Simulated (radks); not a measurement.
Values are calculated unless marked as measured or tabulated.
Spherical quantum dot in the effective-mass picture: electrons in a parabolic well V = omega^2 r^2 / 2 with omega = 0.291, all in effective atomic units (hartree* = m*/eps^2 hartree, bohr* = eps/m* bohr), one dielectric constant everywhere. Level of theory: non-relativistic Kohn-Sham, PBE, spin-polarised, spherical densities (a radial shooting solver with Libxc functionals). Levels are named by radial order and angular momentum (1s, 1p, 1d, 2s, ...), and open shells are averaged over m. Each electron was tried in the lowest free levels, single moves between levels near the top were tried too, and the lowest total energy was kept; such a search can miss a lower state. The series stops at N = 8: beyond it a trial failed or the search could not be trusted, so later rows were left out. At N = 1 the Hartree and exchange-correlation terms need not cancel, so that row can carry a self-interaction error.

| N | open shells | 2S | E (hartree*) | addition energy mu(N+1) - mu(N) (hartree*) | rms radius (bohr*) |
|---|---|---|---|---|---|
| 1 | 1s(up 1, down 0) | 1 | 0.436902 | 0.3740 | 2.279 |
| 2 | none | 0 | 1.24779 | 0.4803 | 2.534 |
| 3 | 1p(up 1, down 0) | 1 | 2.53896 | 0.2328 | 2.895 |
| 4 | 1p(up 2, down 0) | 2 | 4.06291 | 0.2319 | 3.124 |
| 5 | 1p(up 3, down 0) | 3 | 5.81872 | 0.2842 | 3.302 |
| 6 | 1p(up 3, down 1) | 2 | 7.85873 | 0.2018 | 3.467 |
| 7 | 1p(up 3, down 2) | 1 | 10.1005 | 0.2028 | 3.609 |
| 8 | none | 0 | 12.5451 | - | 3.737 |

All shells are closed at N = 2, 8 (there: 1s2 1p6); the second difference of the energy has clear peaks (12 % above both neighbours; the first and last values, which can be the largest, are not judged, and half-filled shells can peak too) at N = 2, 5.
